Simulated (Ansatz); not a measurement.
`C=C([SiH3])[SiH2]O` + `[CH3][Ga]1[CH2][S]1` → `O[SiH2][Ga]1[CH2][S]1` + `C=C(C)[SiH3]`  (redistribution)

Isolated molecules relaxed with PBE0-D4/def2-TZVP in Ansatz; ΔE leaves out vibrations. CCSD(T)/CBS adds triple-zeta CCSD(T) − MP2 to the extrapolated MP2 energy (def2 sets, frozen cores). Functionals use def2-TZVPP. For Ga outer-core shells are correlated without core-valence functions, which leaves a few kJ/mol of doubt a bond. Scalar relativity is left out up to krypton. One conformer a species, not always the lowest.

CCSD(T)/CBS gives +15.8 kJ/mol.

Another level gave +23.5 kJ/mol. Which?
A. PBE/def2-TZVPP
B. PBE0-D4/def2-TZVPP
C. ωB97M-V/def2-TZVPP
D. MP2/def2-TZVPP

D. MP2/def2-TZVPP 23.5, ωB97M-V 17.4, PBE0-D4 5.7, PBE -1.9 kJ/mol.

Largest T1 diagnostic among the species: 0.015.

From PBE to PBE0 (25 % exact exchange), in def2-TZVPP and without D4, ΔE moves by +6.1 kJ/mol.
